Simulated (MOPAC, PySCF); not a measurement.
C9H10SSi, SMILES `Cc1cc2c([SiH3])cccc2s1`, neutral singlet in the gas phase. 

Cartesian coordinates (Å):
```xyz
21

C      3.5834    -0.6582    -0.4923
C      2.1939    -0.1104    -0.4170
C      1.0693    -0.7202     0.0601
C     -0.1169     0.0964    -0.0135
C     -1.4431    -0.2119     0.3867
Si    -1.8796    -1.8787     1.1371
C     -2.4259     0.7682     0.2058
C     -2.1282     2.0246    -0.3533
C     -0.8307     2.3366    -0.7490
C      0.1658     1.3698    -0.5762
S      1.8611     1.5199    -0.9914
H      3.6079    -1.6822    -0.0927
H      4.2923    -0.0458     0.0894
H      3.9520    -0.6863    -1.5312
H      1.0830    -1.7362     0.4588
H     -1.1053    -2.1263     2.3901
H     -3.3370    -1.8980     1.4507
H     -1.5662    -2.9941     0.1945
H     -3.4564     0.5591     0.5048
H     -2.9235     2.7630    -0.4781
H     -0.5959     3.3107    -1.1833
```
Charge 0, multiplicity 1.

All levels are single points at this geometry (B3LYP-D3(BJ)/def2-SVP); Pople sets use spherical d functions. Orbital energies aren't observables, and empty levels follow the basis.

| level | HOMO (eV) | LUMO (eV) | gap (eV) | dipole (D) | vertical IE, Delta-SCF (eV) |
|---|---|---|---|---|---|
| B3LYP-D3(BJ)/def2-TZVP in PySCF | -6.15 | -1.24 | 4.91 | 0.94 | 7.86 |
| M06-2X/def2-TZVP in PySCF | -7.36 | -0.34 | 7.01 | 0.82 | 8.16 |
| B3LYP/3-21G in PySCF | -6.00 | -0.86 | 5.14 | 0.68 | – |
| B3LYP/6-311+G** in PySCF | -6.18 | -1.26 | 4.92 | 0.90 | – |
| B3LYP/6-31G* in PySCF | -5.90 | -0.89 | 5.01 | 0.77 | 7.68 |
| B3LYP/LANL2DZ in PySCF | -6.08 | -0.99 | 5.09 | 0.70 | – |
| M06-2X/6-31G* in PySCF | -7.17 | -0.03 | 7.14 | 0.69 | – |
| SVWN5/6-31G* in PySCF | -5.34 | -1.73 | 3.61 | 0.95 | 7.74 |
| HF/STO-3G in PySCF | -5.91 | 6.21 | 12.12 | 0.73 | – |
| AM1 in MOPAC | -8.49 | -0.30 | 8.19 | 0.36 | – |
| PM3 in MOPAC | -8.59 | -0.42 | 8.17 | 1.21 | – |
| PM6 in MOPAC | -8.63 | -0.46 | 8.18 | 0.75 | – |
| PM7 in MOPAC | -8.51 | -0.49 | 8.01 | 0.74 | – |
